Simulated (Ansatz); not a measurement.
H$_{2}$O, charge +1, doublet, at a GFN2-xTB geometry (a state made from the parent by changing its charge; the spin is typed, not shown lowest); R2SCAN/aug-cc-pVDZ (Ansatz, a first-principles code).

Here is a job for Ansatz.
Ansatz 0.2 input:
```yaml
crystal:
  periodic: [false, false, false]
  atoms:
    - {symbol: O, position_ang: [0.00838048, 0.00164066, 0.09925610]}
    - {symbol: H, position_ang: [-0.05320696, 0.86638286, -0.40979171]}
    - {symbol: H, position_ang: [-0.01383690, -0.87950812, -0.38425707]}
basis:
  gaussian:
    orbitals: aug-cc-pVDZ
hamiltonian:
  xc: r2scan
total_charge: 1
magnetization: {spin_polarized: true, initial_magnetization: 1}
```

Output, abridged:

```
Functional definition: r2SCAN
307 factors; their error is unknown
mean field evaluation 1: about -2058.6329 eV, gradient 4.7e1 eV
mean field evaluation 2: about -2054.4065 eV, gradient 5.7e1 eV
mean field evaluation 4: about -2066.4570 eV, gradient 2.5e-1 eV
mean field evaluation 8: about -2066.4517 eV, gradient 3.3e-3 eV
mean field -2066.45167889 eV, -75.9406985080 hartree, gradient 2.7e-5 eV, S^2 0.753934; 0 other end points of the search recorded, 0 dependent functions left out
reference -2066.45169149 eV, -75.9406989711 hartree; 5, 4 occupied and 36, 37 virtual orbitals, 307 factors
Total energy: -2066.45169149 eV, -75.9406989711 hartree
```
